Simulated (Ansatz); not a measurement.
`F/C=N/[SiH3]` + `O[SiH2]F` → `F[SiH2]O[SiH3]` + `N=CF` at 500 K and 1 bar (ligand exchange at the Si–N bond).

Program: Ansatz. Geometries: PBE0-D4/def2-TZVP. ΔE: electronic, gas phase. CBS: MP2 limit from def2 TZ/QZ plus the TZ coupled-cluster correction, frozen cores. This one scheme is used for every species. Each species was taken in one conformer, which may not be the lowest.

```
         species  CCSD(T)/CBS energy (Eh)  H − E (kJ/mol)  S (J/(mol·K))
  `F/C=N/[SiH3]`               -484.01982           163.1          353.5
      `O[SiH2]F`               -465.96250           118.8          315.1
`F[SiH2]O[SiH3]`               -756.28164           174.8          408.0
          `N=CF`               -193.72220           108.9          274.9
```

H − E and S are ideal-gas, rigid-rotor, harmonic terms from PBE0-D4/def2-TZVP, for one conformer and one mirror image of each species. 1 Eh = 2625.50 kJ/mol, R = 8.31446 J/(mol·K).

Q: By hand: ΔE, ΔH, ΔS and ΔG.

A: ΔE = (-756.28164) + (-193.72220) − (-484.01982) − (-465.96250) = -0.02152 Eh = -56.5 kJ/mol. Δ(H − E) = 174.8 + 108.9 − 163.1 − 118.8 = 1.8, so ΔH = -54.7 kJ/mol. ΔS = 408.0 + 274.9 − 353.5 − 315.1 = 14.3 J/(mol·K). ΔG = -54.7 − 500 × (14.3)/1000 = -61.9 kJ/mol.

Q: By hand: the equilibrium constant, and the temperature at which ΔG would vanish if ΔH and ΔS stayed fixed.

A: log₁₀ K = −ΔG/(RT ln 10) = 6.5. ΔH and −TΔS have one sign here, so there is no such temperature.

The number of gas molecules stays the same, so ΔS is small and ΔH decides. A doubt of 5 kJ/mol in ΔE shifts log₁₀ K by 0.5 here. Other conformers and mirror images would add mixing entropy, several J/(mol·K) or more a flexible species. Modes under 60 cm⁻¹, often nearly free rotors, make the harmonic entropy too high. These are equilibria of isolated gas molecules and say nothing of rates. Largest T1 diagnostic: 0.014 (customary marks: 0.02 for closed shells, 0.045 for open ones).
